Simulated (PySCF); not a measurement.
## SMILES N#CCC1=COC(=O)C1, C6H5NO2

Geometry:
```
atom   x (Å)   y (Å)   z (Å)
  N1   2.875  -1.361  -0.780
  C2   2.287  -0.451  -0.417
  C3   1.512   0.683   0.033
  C4   0.091   0.273   0.249
  C5  -0.596   0.246   1.388
  O6  -1.886  -0.193   1.235
  C7  -2.099  -0.491  -0.075
  O8  -3.144  -0.888  -0.492
  C9  -0.811  -0.223  -0.839
 H10   1.946   1.063   0.962
 H11   1.575   1.463  -0.734
 H12  -0.315   0.514   2.390
 H13  -0.983   0.505  -1.634
 H14  -0.451  -1.141  -1.308
```

Level of theory: PySCF, GIAO KT3/pcSseg-1 magnetisability, rotational g tensor and spin-rotation constants, non-relativistic, gas phase. Geometry: GFN2-xTB.

Task: Give the nuclear spin-rotation constants along the inertial axes (H = +C I·J) beside the isotropic shieldings.

Result: Rotational constants 4.0533, 0.9747, 0.8601 GHz. A star marks the isotopologue with that one atom substituted, in its own axes.
| atom | isotope | Caa (kHz) | Cbb (kHz) | Ccc (kHz) | mean (kHz) | σ (ppm) |
| --- | --- | --- | --- | --- | --- | --- |
| N1 | 14N | 0.622 | 0.130 | 0.137 | 0.296 | -11.0 |
| H10 | 1H | -0.369 | 0.020 | -0.096 | -0.148 | 28.6 |
| H11 | 1H | -0.414 | -0.104 | 0.024 | -0.165 | 28.6 |
| H12 | 1H | -0.396 | 0.077 | -0.084 | -0.134 | 25.0 |
| H13 | 1H | -0.446 | -0.097 | 0.024 | -0.173 | 28.9 |
| H14 | 1H | -0.331 | -0.004 | -0.074 | -0.136 | 28.3 |
| C2 | 13C* | 1.209 | 0.236 | 0.258 | 0.568 | 77.7 |
| C3 | 13C* | 0.568 | 0.149 | 0.122 | 0.280 | 165.5 |
| C4 | 13C* | 1.491 | 0.296 | 0.157 | 0.648 | 75.4 |
| C5 | 13C* | 1.476 | 0.365 | 0.207 | 0.683 | 46.3 |
| O6 | 17O* | -1.552 | -0.263 | -0.160 | -0.658 | 54.9 |
| C7 | 13C* | 1.323 | 0.429 | 0.289 | 0.680 | 18.9 |
| O8 | 17O* | -1.949 | -0.533 | -0.136 | -0.873 | -87.4 |
| C9 | 13C* | 0.650 | 0.185 | 0.145 | 0.327 | 148.3 |

For the geometry as given, no vibrational averaging.
